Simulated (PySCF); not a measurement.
## Calculated data, FH$_{3}$NOSi, BH$_{3}$NOSi, ClH$_{3}$NSi, FH$_{3}$NSi and others

Computed with PySCF 2.14.0. Calculation on a computer-drawn molecule: the log of a Hartree-Fock and frozen-core CCSD(T) single point meant for a local Hartree-Fock minimum, with one planted fault or none, to be diagnosed. Offsets are logged minus clean, where the clean run is the same molecule without the fault. The reference is restricted for singlets and unrestricted otherwise, and also for a bond in bohr or an excited solution. Adding or removing an electron swaps singlet and doublet. The excited solution moves the top pair (singlet) or top alpha electron (doublet) to the lowest empty orbital. Highest occupied and lowest empty are orbital energies over both spins, largest force is the largest gradient component, triples share is (T) over the correlation energy, the T1 limit is 0.02 restricted and 0.045 unrestricted, electrons count all cores, a negative frequency is imaginary (commonest isotopes), and the dipole is about the centre of nuclear charge.

Common to all runs: logged SCF converged yes; logged CC converged yes; logged SCF stable within its kind yes; possible faults no fault, one electron removed, one electron added, multiplicity raised by two, geometry at a saddle point, SCF held on an excited solution, minimal basis STO-3G, one bond length entered in bohr, all coordinates scaled.

(1) 
```xyz
7
formula=FH3NOSi meant_charge=-1 meant_multiplicity=1 meant_basis=aug-cc-pV(D+d)Z logged_electrons=42 logged_basis_functions=27 logged_spin_squared=0 logged_highest_occupied=2.3182 logged_lowest_empty=20.884 logged_largest_force=0.058249 logged_T1_diagnostic=0.0092173 logged_D1_diagnostic=0.032163 logged_triples_share=0.020365 logged_dipole_magnitude=1.3043 logged_energy_HF=-512.8307 logged_energy_CCSD(T)=-512.97392 planted_fault=minimal_basis_STO-3G HF_energy_offset_from_clean_run=4241 CCSD(T)_energy_offset_from_clean_run=4623
N     -0.9251     0.3895     0.3449
Si    -2.3025     1.5222     0.6433
O     -3.5948     0.8752    -0.3218
F     -2.8046     0.7480     2.0668
H     -0.3757     0.6326    -0.4589
H     -1.1594    -0.5884     0.2810
H     -3.8962     0.0450     0.0141
```

Units: logged_highest_occupied, logged_lowest_empty in eV; logged_largest_force in hartree/bohr; logged_dipole_magnitude in debye; logged_energy_HF, logged_energy_CCSD(T) in hartree; HF_energy_offset_from_clean_run, CCSD(T)_energy_offset_from_clean_run in kcal/mol.

Drawn bonds:
```tsv
atom	other atom	order
1	2	1
2	3	1
2	4	1
1	5	1
1	6	1
3	7	1
```

Notes: highest electron not bound in this basis.

(2) 
```xyz
7
formula=BH3NOSi meant_charge=1 meant_multiplicity=1 meant_basis=cc-pV(D+d)Z logged_electrons=36 logged_basis_functions=80 logged_spin_squared=2.0362 logged_highest_occupied=-13.795 logged_lowest_empty=-8.0907 logged_largest_force=0.18614 logged_T1_diagnostic=0.021681 logged_D1_diagnostic=0.079365 logged_triples_share=0.030676 logged_dipole_magnitude=10.786 logged_energy_HF=-444.34148 logged_energy_CCSD(T)=-444.85706 planted_fault=multiplicity_raised_by_two HF_energy_offset_from_clean_run=85.27 CCSD(T)_energy_offset_from_clean_run=109.5
N     -0.5758     2.0576     1.3531
Si    -0.3971     0.4546     1.5670
B      0.4748    -0.5907     0.1124
O      0.9899    -1.1936    -0.7519
H     -0.2751     2.5617     0.5328
H     -1.0052     2.6640     2.0357
H     -0.8795    -0.1422     2.8045
```

Units: logged_highest_occupied, logged_lowest_empty in eV; logged_largest_force in hartree/bohr; logged_dipole_magnitude in debye; logged_energy_HF, logged_energy_CCSD(T) in hartree; HF_energy_offset_from_clean_run, CCSD(T)_energy_offset_from_clean_run in kcal/mol.

Drawn bonds:
```tsv
atom	other atom	order
1	2	1
2	3	1
3	4	2
1	5	1
1	6	1
2	7	1
```

(3) 
```xyz
6
formula=ClH3NSi meant_charge=1 meant_multiplicity=1 meant_basis=cc-pV(D+d)Z logged_electrons=39 logged_basis_functions=75 logged_spin_squared=0.7597 logged_highest_occupied=-24.623 logged_lowest_empty=-14.678 logged_largest_force=0.14085 logged_T1_diagnostic=0.039216 logged_D1_diagnostic=0.21899 logged_triples_share=0.028899 logged_dipole_magnitude=8.9052 logged_energy_HF=-803.85047 logged_energy_CCSD(T)=-804.24584 planted_fault=one_electron_removed HF_energy_offset_from_clean_run=374.3 CCSD(T)_energy_offset_from_clean_run=398
N     -0.0728     2.0362    -0.2921
Si    -0.6353     2.1657    -1.8113
Cl    -2.4937     2.7022    -2.1279
H     -0.6184     2.2154     0.5360
H      0.8751     1.7640    -0.0824
H      0.2450     1.8818    -2.9297
```

Units: logged_highest_occupied, logged_lowest_empty in eV; logged_largest_force in hartree/bohr; logged_dipole_magnitude in debye; logged_energy_HF, logged_energy_CCSD(T) in hartree; HF_energy_offset_from_clean_run, CCSD(T)_energy_offset_from_clean_run in kcal/mol.

Drawn bonds:
```tsv
atom	other atom	order
1	2	1
2	3	1
1	4	1
1	5	1
2	6	1
```

(4) 
```xyz
6
formula=FH3NSi meant_charge=-1 meant_multiplicity=1 meant_basis=aug-cc-pV(D+d)Z logged_electrons=33 logged_basis_functions=105 logged_spin_squared=0.756 logged_highest_occupied=-10.981 logged_lowest_empty=-0.17226 logged_largest_force=0.087531 logged_T1_diagnostic=0.017664 logged_D1_diagnostic=0.064902 logged_triples_share=0.02843 logged_dipole_magnitude=1.791 logged_energy_HF=-444.61827 logged_energy_CCSD(T)=-445.13561 planted_fault=one_electron_removed HF_energy_offset_from_clean_run=20.96 CCSD(T)_energy_offset_from_clean_run=42.04
N      2.0274    -1.3622     1.3995
Si     0.9440    -0.8334     0.0514
F      2.0863    -0.3692    -1.1359
H      2.8252    -0.7820     1.5926
H      2.3370    -2.3130     1.3345
H      0.7089     0.5956     0.5868
```

Units: logged_highest_occupied, logged_lowest_empty in eV; logged_largest_force in hartree/bohr; logged_dipole_magnitude in debye; logged_energy_HF, logged_energy_CCSD(T) in hartree; HF_energy_offset_from_clean_run, CCSD(T)_energy_offset_from_clean_run in kcal/mol.

Drawn bonds:
```tsv
atom	other atom	order
1	2	1
2	3	1
1	4	1
1	5	1
2	6	1
```

(5) 
```xyz
6
formula=H4NSi meant_charge=0 meant_multiplicity=2 meant_basis=cc-pV(D+d)Z logged_electrons=25 logged_basis_functions=57 logged_spin_squared=1.5239 logged_highest_occupied=-8.7016 logged_lowest_empty=1.5871 logged_largest_force=0.012777 logged_T1_diagnostic=0.069434 logged_D1_diagnostic=0.29899 logged_triples_share=0.039484 logged_dipole_magnitude=1.7512 logged_energy_HF=-345.56205 logged_energy_CCSD(T)=-345.85336 planted_fault=one_bond_length_entered_in_bohr,row_2_of_the_drawn_bonds HF_energy_offset_from_clean_run=83.25 CCSD(T)_energy_offset_from_clean_run=88.32
N     -0.0137    -2.8421     0.4481
Si    -1.2220    -2.1397     1.4637
H     -0.5537    -4.0164    -0.9397
H      0.7468    -2.2688     0.1318
H     -0.5406    -1.4542     2.5919
H     -2.0943    -3.2298     1.9713
```

Units: logged_highest_occupied, logged_lowest_empty in eV; logged_largest_force in hartree/bohr; logged_dipole_magnitude in debye; logged_energy_HF, logged_energy_CCSD(T) in hartree; HF_energy_offset_from_clean_run, CCSD(T)_energy_offset_from_clean_run in kcal/mol.

Drawn bonds:
```tsv
atom	other atom	order
1	2	1
1	3	1
1	4	1
2	5	1
2	6	1
```

Notes: T1 above single-reference limit.

(6) 
```xyz
11
formula=CH7NSi2 meant_charge=0 meant_multiplicity=1 meant_basis=cc-pV(D+d)Z logged_electrons=48 logged_basis_functions=35 logged_spin_squared=0 logged_highest_occupied=-5.7052 logged_lowest_empty=7.3235 logged_largest_force=0.02904 logged_T1_diagnostic=0.012504 logged_D1_diagnostic=0.053463 logged_triples_share=0.0124 logged_dipole_magnitude=2.1281 logged_energy_HF=-666.34513 logged_energy_CCSD(T)=-666.60749 planted_fault=minimal_basis_STO-3G HF_energy_offset_from_clean_run=4957 CCSD(T)_energy_offset_from_clean_run=5158
N      0.9918    -1.9870     1.4765
Si     0.6582    -1.9488    -0.2155
C      1.4880    -0.5745    -1.1539
Si     2.5251     0.6055    -0.5164
H      0.6095    -1.2862     2.0829
H      1.8912    -2.2825     1.8061
H     -0.8118    -1.8283    -0.3731
H      1.0881    -3.2540    -0.7741
H      1.2909    -0.5175    -2.2241
H      2.9007     0.6815     0.9044
H      3.1477     1.6674    -1.3254
```

Units: logged_highest_occupied, logged_lowest_empty in eV; logged_largest_force in hartree/bohr; logged_dipole_magnitude in debye; logged_energy_HF, logged_energy_CCSD(T) in hartree; HF_energy_offset_from_clean_run, CCSD(T)_energy_offset_from_clean_run in kcal/mol.

Drawn bonds:
```tsv
atom	other atom	order
1	2	1
2	3	1
3	4	2
1	5	1
1	6	1
2	7	1
2	8	1
3	9	1
4	10	1
4	11	1
```
